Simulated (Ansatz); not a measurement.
`PO[AsH2]`. The species carries charge 0 and has multiplicity 1. The structure was optimised at the PBE0-D4/def2-TZVP level. It is one conformer, not always the lowest.

```xyz
7

P     1.381   -0.469   -0.559
O     0.086    0.091    0.295
As   -1.496    0.268   -0.568
H     1.835   -1.453    0.367
H     2.350    0.474   -0.108
H    -2.306   -0.506    0.472
H    -1.850    1.594    0.102
```

**Question.** What is the dipole moment at PBE/def2-TZVPP? (Estimate.)

**Answer.** Ansatz gave: 0.72 D, with components (-0.70, 0.16, 0.03) D in this frame, pointing from negative to positive charge.

**Question.** And with r2SCAN, B3LYP, ωB97M-V? (Best estimate.)

**Answer.** The calculation gave: r2SCAN 0.75 D, B3LYP 0.75 D, ωB97M-V 0.80 D.

**Question.** Give the Mulliken charges with PBE, r2SCAN, ωB97M-V in def2-TZVPP. (Estimate.)

**Answer.** The calculation gave: 
```json
{"atom": "P1", "PBE": "0.09", "r2SCAN": "0.18", "ωB97M-V": "0.09"}
{"atom": "O2", "PBE": "-0.40", "r2SCAN": "-0.46", "ωB97M-V": "-0.46"}
{"atom": "As3", "PBE": "0.28", "r2SCAN": "0.33", "ωB97M-V": "0.26"}
{"atom": "H4", "PBE": "0.02", "r2SCAN": "0.00", "ωB97M-V": "0.04"}
{"atom": "H5", "PBE": "0.02", "r2SCAN": "0.00", "ωB97M-V": "0.04"}
{"atom": "H6", "PBE": "-0.01", "r2SCAN": "-0.02", "ωB97M-V": "0.02"}
{"atom": "H7", "PBE": "-0.01", "r2SCAN": "-0.02", "ωB97M-V": "0.02"}
```

B3LYP here is the variant with VWN-RPA as its local correlation; programs differ in this.
